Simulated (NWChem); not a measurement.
Species: CrNH3S2O; SMILES [NH]=[Cr](=[O])([SH])[SH]

```xyz
8

Cr     0.3669     0.0011     0.0277
O      1.2094    -0.0511     1.3238
N      1.2431     0.0950    -1.3219
H      2.2396     0.1583    -1.5503
S     -0.8558     1.8457    -0.0258
H     -1.3143     1.7640     1.2459
S     -0.8351    -1.8641     0.0028
H     -1.0527    -1.9094    -1.3304
```
Atoms are numbered in this order, from 1.

Results from NWChem. Medium grid unless said otherwise, to which SCAN and Minnesota functionals are sensitive. Coordinates come from a B3LYP/6-31G* (spherical d) optimisation. Not confirmed as a minimum by frequencies.

Problem. What does the run give for M06-L/def2-SVP? Quantities: highest occupied level (eV); orbital gap (eV); dipole (D).

Solution. 
```
Item                         Result
---------------------------  ------
highest occupied level (eV)   -6.45
orbital gap (eV)               2.02
dipole (D)                     1.34
```
